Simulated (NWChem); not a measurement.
System: C$_{5}$H$_{6}$; SMILES C#CC1CC1

NWChem input:

```
start job
memory heap 200 mb stack 900 mb global 1100 mb
geometry units angstroms noautoz
  C     -0.205944    -2.276874     0.000000
  C      0.148837    -1.117479     0.000000
  C      0.570203     0.257912     0.000000
  C     -0.231865     1.300703    -0.745573
  C     -0.231865     1.300703     0.745573
  H     -0.518313    -3.304423     0.000000
  H      1.656967     0.396014     0.000000
  H     -1.130114     0.957852    -1.264476
  H      0.330135     2.076540    -1.271789
  H      0.330135     2.076540     1.271789
  H     -1.130114     0.957852     1.264476
end
basis spherical
  * library 6-31g*
end
dft
  xc b3lyp
  iterations 150
  mulliken
end
task dft energy
```

Excerpt of the output:

```
             Northwest Computational Chemistry Package (NWChem) 7.3.0
             --------------------------------------------------------

 CS  symmetry detected

                             Geometry "geometry" -> ""
                             -------------------------

 Output coordinates in angstroms (scale by  1.889725989 to convert to a.u.)

  No.       Tag          Charge          X              Y              Z
 ---- ---------------- ---------- -------------- -------------- --------------
    1 C                    6.0000    -0.20576712     2.27509520     0.00000000
    2 C                    6.0000     0.15126009     1.11638993     0.00000000
    3 C                    6.0000     0.57529076    -0.25818189     0.00000000
    4 C                    6.0000    -0.22475483    -1.30252532    -0.74557300
    5 C                    6.0000    -0.22475483    -1.30252532     0.74557300
    6 H                    1.0000    -0.52012689     3.30203691     0.00000000
    7 H                    1.0000     1.66232036    -0.39417752     0.00000000
    8 H                    1.0000    -1.12366658    -0.96141574    -1.26447600
    9 H                    1.0000     0.33874766    -2.07727172    -1.27178900
   10 H                    1.0000     0.33874766    -2.07727172     1.27178900
   11 H                    1.0000    -1.12366658    -0.96141574     1.26447600

 Effective nuclear repulsion energy (a.u.)     147.1635229778

      Symmetry information
      --------------------

 Group name             Cs
 Group number              2
 Group order               2
 No. of unique centers     8

                                 NWChem DFT Module
                                 -----------------

 Summary of "ao basis" -> "ao basis" (spherical)
 ------------------------------------------------------------------------------
       Tag                 Description            Shells   Functions and Types
 ---------------- ------------------------------  ------  ---------------------
 C                           6-31g*                  6       14   3s2p1d
 H                           6-31g*                  2        2   2s

      Symmetry analysis of basis
      --------------------------

        a'         52
        a"         30

            General Information
            -------------------
          SCF calculation type: DFT
          Wavefunction type:  closed shell.
          No. of atoms     :    11
          No. of electrons :    36
           Alpha electrons :    18
            Beta electrons :    18
          Charge           :     0
          Spin multiplicity:     1
          Use of symmetry is: on ; symmetry adaption is: on
          Maximum number of iterations: 150
          AO basis - number of functions:    82
                     number of shells:    42
          Convergence on energy requested:  1.00D-06
          Convergence on density requested:  1.00D-05
          Convergence on gradient requested:  5.00D-04

              XC Information
              --------------
                         B3LYP Method XC Potential
                     Hartree-Fock (Exact) Exchange  0.200
                        Slater Exchange Functional  0.800 local
                    Becke 1988 Exchange Functional  0.720 non-local
              Lee-Yang-Parr Correlation Functional  0.810
                  VWN I RPA Correlation Functional  0.190 local

             Grid Information
             ----------------
          Grid used for XC integration:  medium
          Radial quadrature: Mura-Knowles
          Angular quadrature: Lebedev.
          Tag              B.-S. Rad. Rad. Pts. Rad. Cut. Ang. Pts.
          ---              ---------- --------- --------- ---------
          C                   0.70       49          11.0       434
          H                   0.35       45          12.0       434
          Grid pruning is: on
          Number of quadrature shells:   376
          Spatial weights used:  Erf1

      Superposition of Atomic Density Guess
      -------------------------------------

 Sum of atomic energies:        -191.29066598

      Non-variational initial energy
      ------------------------------

 Total energy =    -194.592390
 1-e energy   =    -546.647285
 2-e energy   =     204.891372
 HOMO         =      -0.281648
 LUMO         =       0.068412

      Symmetry analysis of molecular orbitals - initial
      -------------------------------------------------

  Numbering of irreducible representations:

     1 a'          2 a"

  Orbital symmetries:

     1 a'          2 a'          3 a'          4 a"          5 a'
     6 a'          7 a'          8 a'          9 a"         10 a'
    11 a'         12 a'         13 a'         14 a"         15 a"
    16 a'         17 a'         18 a"         19 a'         20 a"
    21 a'         22 a'         23 a'         24 a"         25 a'
    26 a"         27 a"         28 a'

     ---------------------------------------------
      Total Density - Mulliken Population Analysis
     ---------------------------------------------

    Atom       Charge   Shell Charges
 -----------   ------   -------------------------------------------------------
    1 C    6     6.56   2.00  0.75  1.94  0.70  1.14  0.03
    2 C    6     5.80   2.00  0.74  1.86  0.49  0.67  0.04
    3 C    6     6.27   2.00  0.69  1.92  0.56  1.05  0.05
    4 C    6     6.44   2.00  0.71  1.98  0.65  1.06  0.04
    5 C    6     6.44   2.00  0.71  1.98  0.65  1.06  0.04
    6 H    1     0.71   0.42  0.29
    7 H    1     0.75   0.46  0.29
    8 H    1     0.76   0.46  0.30
    9 H    1     0.76   0.46  0.30
   10 H    1     0.76   0.46  0.30
   11 H    1     0.76   0.46  0.30

   convergence    iter        energy       DeltaE   RMS-Dens  Diis-err
 ---------------- ----- ----------------- --------- --------- ---------
 d= 0,ls=0.0,diis     1   -193.9768966732 -3.41D+02  1.22D-02  4.31D-01
 d= 0,ls=0.0,diis     2   -194.0187502549 -4.19D-02  5.52D-03  1.05D-01
 d= 0,ls=0.0,diis     3   -194.0132747149  5.48D-03  3.78D-03  1.45D-01
 d= 0,ls=0.0,diis     4   -194.0308753501 -1.76D-02  8.71D-04  1.12D-02
 d= 0,ls=0.0,diis     5   -194.0322588052 -1.38D-03  1.18D-04  1.33D-04
  Resetting Diis
 d= 0,ls=0.0,diis     6   -194.0322741292 -1.53D-05  2.64D-05  4.29D-06
 d= 0,ls=0.0,diis     7   -194.0322745494 -4.20D-07  1.84D-05  9.15D-07
 d= 0,ls=0.0,diis     8   -194.0322744691  8.03D-08  1.05D-05  1.56D-06
 d= 0,ls=0.0,diis     9   -194.0322746659 -1.97D-07  1.11D-06  7.34D-09

         Total DFT energy =     -194.032274665876
      One electron energy =     -550.897214931432
           Coulomb energy =      239.040382822038
    Exchange-Corr. energy =      -29.338965534330
 Nuclear repulsion energy =      147.163522977847

 Numeric. integr. density =       36.000013928858

                  Occupations of the irreducible representations
                  ----------------------------------------------

                     irrep           alpha         beta
                     --------     --------     --------
                     a'               13.0         13.0
                     a"                5.0          5.0

                       DFT Final Molecular Orbital Analysis
                       ------------------------------------

 Vector   16  Occ=2.000000D+00  E=-3.225423D-01  Symmetry=a'
              MO Center= -9.6D-02, -8.0D-01,  1.5D-15, r^2= 2.5D+00
   Bfn.  Coefficient  Atom+Function         Bfn.  Coefficient  Atom+Function
  ----- ------------  ---------------      ----- ------------  ---------------
    47      0.292831   4 C  pz               61     -0.292831   5 C  pz
    17      0.194190   2 C  px               46     -0.176854   4 C  py
    60     -0.176854   5 C  py               51      0.157408   4 C  pz
    65     -0.157408   5 C  pz               32      0.151256   3 C  py
    45     -0.151905   4 C  px               59     -0.151905   5 C  px

 Vector   17  Occ=2.000000D+00  E=-2.571372D-01  Symmetry=a'
              MO Center=  3.7D-03,  1.3D+00,  8.7D-17, r^2= 2.5D+00
   Bfn.  Coefficient  Atom+Function         Bfn.  Coefficient  Atom+Function
  ----- ------------  ---------------      ----- ------------  ---------------
     3      0.379520   1 C  px               17      0.352776   2 C  px
     7      0.254339   1 C  px               21      0.201198   2 C  px
    74     -0.134129   7 H  s                18      0.122939   2 C  py
    31     -0.113547   3 C  px                4      0.111646   1 C  py
    46      0.109162   4 C  py               60      0.109162   5 C  py

 Vector   18  Occ=2.000000D+00  E=-2.408748D-01  Symmetry=a"
              MO Center= -1.4D-02,  1.0D+00, -5.4D-16, r^2= 3.0D+00
   Bfn.  Coefficient  Atom+Function         Bfn.  Coefficient  Atom+Function
  ----- ------------  ---------------      ----- ------------  ---------------
     5      0.392746   1 C  pz               19      0.319425   2 C  pz
     9      0.273533   1 C  pz               33     -0.231478   3 C  pz
    23      0.181832   2 C  pz               46      0.160415   4 C  py
    60     -0.160415   5 C  py               48      0.125397   4 C  s
    62     -0.125397   5 C  s                37     -0.118813   3 C  pz

 Vector   19  Occ=0.000000D+00  E= 4.998535D-02  Symmetry=a'
              MO Center=  2.3D-01,  8.1D-01, -5.7D-16, r^2= 4.4D+00
   Bfn.  Coefficient  Atom+Function         Bfn.  Coefficient  Atom+Function
  ----- ------------  ---------------      ----- ------------  ---------------
    74      0.630877   7 H  s                 7      0.558025   1 C  px
    48     -0.512015   4 C  s                62     -0.512015   5 C  s
    78      0.445500   9 H  s                80      0.445500  10 H  s
    21     -0.377929   2 C  px                3      0.346345   1 C  px
    34     -0.343122   3 C  s                22     -0.339839   2 C  py

 Vector   20  Occ=0.000000D+00  E= 5.585185D-02  Symmetry=a"
              MO Center= -9.5D-03,  9.9D-01,  7.2D-16, r^2= 3.5D+00
   Bfn.  Coefficient  Atom+Function         Bfn.  Coefficient  Atom+Function
  ----- ------------  ---------------      ----- ------------  ---------------
     9      0.572833   1 C  pz               23     -0.493613   2 C  pz
    48     -0.461777   4 C  s                62      0.461777   5 C  s
    19     -0.375919   2 C  pz                5      0.370782   1 C  pz
    37     -0.288048   3 C  pz               49     -0.230002   4 C  px
    63      0.230002   5 C  px               50     -0.224258   4 C  py

 Vector   21  Occ=0.000000D+00  E= 1.052958D-01  Symmetry=a'
              MO Center= -3.9D-02, -7.4D-01,  5.6D-16, r^2= 5.5D+00
   Bfn.  Coefficient  Atom+Function         Bfn.  Coefficient  Atom+Function
  ----- ------------  ---------------      ----- ------------  ---------------
    74      0.818064   7 H  s                76     -0.806109   8 H  s
    82     -0.806109  11 H  s                78      0.685835   9 H  s
    80      0.685835  10 H  s                22      0.553891   2 C  py
    36      0.400670   3 C  py               50      0.393287   4 C  py
    64      0.393287   5 C  py               72     -0.394517   6 H  s

     ---------------------------------------------
      Total Density - Mulliken Population Analysis
     ---------------------------------------------

    Atom       Charge   Shell Charges
 -----------   ------   -------------------------------------------------------
    1 C    6     6.50   2.00  0.68  2.01  0.70  1.10  0.02
    2 C    6     5.66   2.00  0.69  2.02  0.47  0.46  0.03
    3 C    6     6.25   2.00  0.66  2.14  0.51  0.89  0.05
    4 C    6     6.30   2.00  0.67  2.12  0.59  0.88  0.04
    5 C    6     6.30   2.00  0.67  2.12  0.59  0.88  0.04
    6 H    1     0.81   0.51  0.30
    7 H    1     0.83   0.53  0.30
    8 H    1     0.83   0.52  0.31
    9 H    1     0.84   0.53  0.32
   10 H    1     0.84   0.53  0.32
   11 H    1     0.83   0.52  0.31

     -------------------------------------------
      Total Density - Lowdin Population Analysis
     -------------------------------------------

    Atom       Charge   Shell Charges
 -----------   ------   -------------------------------------------------------
    1 C    6     6.22   1.99  0.55  1.82  0.46  1.36  0.05
    2 C    6     6.02   1.99  0.54  1.79  0.40  1.23  0.08
    3 C    6     6.15   1.99  0.50  1.92  0.38  1.26  0.11
    4 C    6     6.24   1.99  0.53  1.92  0.41  1.31  0.09
    5 C    6     6.24   1.99  0.53  1.92  0.41  1.31  0.09
    6 H    1     0.84   0.47  0.37
    7 H    1     0.85   0.50  0.36
    8 H    1     0.86   0.49  0.36
    9 H    1     0.86   0.50  0.37
   10 H    1     0.86   0.50  0.37
   11 H    1     0.86   0.49  0.36

     Multipole analysis of the density
     ---------------------------------

     L   x y z        total         alpha         beta         nuclear
     -   - - -        -----         -----         ----         -------
     0   0 0 0     -0.000000    -18.000000    -18.000000     36.000000

     1   1 0 0      0.008832      0.004416      0.004416      0.000000
     1   0 1 0     -0.329899     -0.164950     -0.164950      0.000000
     1   0 0 1     -0.000000     -0.000000     -0.000000     -0.000000

     2   2 0 0    -21.659195    -26.492011    -26.492011     31.324826
     2   1 1 0     -1.670910      0.580984      0.580984     -2.832878
     2   1 0 1      0.000000      0.000000      0.000000      0.000000
     2   0 2 0    -19.679582   -154.165607   -154.165607    288.651633
     2   0 1 1      0.000000      0.000000      0.000000     -0.000000
     2   0 0 2    -22.931614    -34.862068    -34.862068     46.792523
```

Level: B3LYP/6-31G* (spherical d). Structure relaxed at the PBE0/def2-SVP level.
